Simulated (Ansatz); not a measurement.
Other settings, tried on Zn3.

```yaml
crystal:
  periodic: [false, false, false]
  atoms:
    - {symbol: Zn, position_ang: [0.467174, 1.630003, 0.173502]}
    - {symbol: Zn, position_ang: [-1.439047, -0.390812, -0.825307]}
    - {symbol: Zn, position_ang: [0.971872, -1.239191, 0.651805]}
basis:
  gaussian: {orbitals: def2-TZVP}
hamiltonian: {xc: {name: PBE0}}
scf: {omitted_lower_state_checks: [starts]}
output: {forces: true}
```

```sh
$ ansatz run in.yaml --threads 4 --pin off --events-out ev --progress --plain --max-ram 3916MiB
```

It prints (some lines left out):

```
Functional definition: PBE0
1227 factors; integrals over basis functions are off by at most 3.6e-4 eV
mean field evaluation 1: about -145238.5221 eV, gradient 3.2e1 eV
mean field evaluation 2: about -145236.9377 eV, gradient 6.1e1 eV
mean field evaluation 4: about -145239.1586 eV, gradient 7.6e-1 eV
mean field evaluation 8: about -145239.2210 eV, gradient 2.4e-2 eV
mean field -145239.22096877 eV, -5337.4429239226 hartree, gradient 7.1e-5 eV, S^2 0.000000; 0 other end points of the search recorded, 0 dependent functions left out
reference -145239.22099387 eV, -5337.4429248449 hartree; 45, 45 occupied and 99, 99 virtual orbitals, 1227 factors
Total energy: -145239.22099387 eV, -5337.4429248449 hartree
Atom 0 at     0.467174     1.630003     0.173502 Å, force     0.004580     0.015791     0.001713 eV/Å
Atom 1 at    -1.439047    -0.390812    -0.825307 Å, force    -0.014166    -0.003771    -0.008129 eV/Å
Atom 2 at     0.971872    -1.239191     0.651805 Å, force     0.009587    -0.012020     0.006417 eV/Å
Dipole moment:     0.000006     0.000006     0.000003 e Å
Checks for a lower state left out: starts
```

Hardware: 4 threads of AMD EPYC 9B45 on a shared host. Wall time 1 s.
